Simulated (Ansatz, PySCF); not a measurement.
Gas-phase reaction (SMILES): Cl[Si](Br)(Br)Br [tribromo(chloro)silane] + F (HF) → F[Si](Br)(Br)Br + Cl (HCl); hydrogen fluoride cleaves one Si-Cl bond, a model of a ligand-exchange step.

Structures are relaxed separately at B3LYP-D3(BJ)/def2-TZVP in Ansatz (a quantum-chemistry and plane-wave program). Correlated levels leave the core frozen unless marked. No spin-orbit coupling. Frozen are the shells of the preceding noble gas and the d and f shells that filled before the atom's block. No relativistic terms. Basis-set limits of correlation are two-point, X^-3; Hartree-Fock from the larger set. The bracket is a focal-point correction in the basis named. Thermal terms are rigid-rotor harmonic-oscillator values from B3LYP-D3(BJ) frequencies (Ansatz or PySCF) at 298.15 K and 1 atm. 1 Eh = 627.5095 kcal/mol.

```json
[
 {"species": "Cl[Si](Br)(Br)Br", "E, RI-MP2/CBS(def2-TZVPPD,def2-QZVPPD)+[CCSD(T)-MP2]/def2-TZVPPD (Ansatz) (Eh)": "-8467.09253", "E, B3LYP-D3(BJ)/def2-TZVPD (Ansatz + dftd3) (Eh)": "-8472.51423", "H - E (Eh)": "0.01391"},
 {"species": "F (HF)", "E, RI-MP2/CBS(def2-TZVPPD,def2-QZVPPD)+[CCSD(T)-MP2]/def2-TZVPPD (Ansatz) (Eh)": "-100.39405", "E, B3LYP-D3(BJ)/def2-TZVPD (Ansatz + dftd3) (Eh)": "-100.49389", "H - E (Eh)": "0.01259"},
 {"species": "F[Si](Br)(Br)Br", "E, RI-MP2/CBS(def2-TZVPPD,def2-QZVPPD)+[CCSD(T)-MP2]/def2-TZVPPD (Ansatz) (Eh)": "-8107.12452", "E, B3LYP-D3(BJ)/def2-TZVPD (Ansatz + dftd3) (Eh)": "-8112.18772", "H - E (Eh)": "0.01475"},
 {"species": "Cl (HCl)", "E, RI-MP2/CBS(def2-TZVPPD,def2-QZVPPD)+[CCSD(T)-MP2]/def2-TZVPPD (Ansatz) (Eh)": "-460.37863", "E, B3LYP-D3(BJ)/def2-TZVPD (Ansatz + dftd3) (Eh)": "-460.83744", "H - E (Eh)": "0.01000"}
]
```

Problem. Work out ΔE and ΔH at 298.15 K at the first level, then ΔH at the second.

Solution. 
1. ΔE = [(-8107.12452) + (-460.37863)] - [(-8467.09253) + (-100.39405)] = -0.01657 Eh = -10.4 kcal/mol at RI-MP2/CBS(def2-TZVPPD,def2-QZVPPD)+[CCSD(T)-MP2]/def2-TZVPPD.
2. The terms H - E add up to -0.00175 Eh, so ΔH = (-0.01657 + (-0.00175))×627.5095 = -11.5 kcal/mol.
3. At B3LYP-D3(BJ)/def2-TZVPD the same steps give ΔE = -10.7 and ΔH = -11.8 kcal/mol, a shift of -0.3 from the first level.
4. These values are not checked against measurement here, since the tables used lack a sound gas-phase enthalpy of formation for at least one species.
